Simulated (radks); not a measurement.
Initial-state core-level shifts of neutral copper when its valence configuration changes from [Ar] 3d10 4s1. Method: scalar-relativistic Kohn-Sham, PBE, spin-polarised, spherical densities, finite nucleus; open shells are filled with parallel spins first; Fermi nuclear charge, rms radius 3.8823 fm; computed with a radial shooting solver on a logarithmic mesh with Libxc functionals. Shifts are changes of the shell-averaged eigenvalues in eV (positive: less bound); the change of the density at the nucleus, which sets a Mossbauer isomer shift, is in e/bohr^3, on a base of 2.241e+04.

valence                1s       2s       3s       3p  density at nucleus
3d9.5 4s1 4p0.5    -3.376   -3.577   -3.447   -3.394              +1.545
3d10 4p1           -2.080   -1.928   -2.081   -2.098              -7.031
3d8 4s1 4p2       -15.136  -16.388  -15.035  -14.722              +7.911
3d8.5 4s2 4p0.5    -9.472  -10.371   -9.506   -9.296             +14.128
3d9 4s1 4p1        -7.012   -7.492   -7.103   -6.977              +3.363
3d10 4s0.5 4p0.5   -1.101   -1.024   -1.101   -1.110              -3.357
3d9.5 4s1.5        -2.423   -2.683   -2.488   -2.430              +4.926
3d9 4s2            -5.240   -5.814   -5.326   -5.198             +10.828
3d9 4p2            -8.794   -9.163   -8.883   -8.762              -5.661
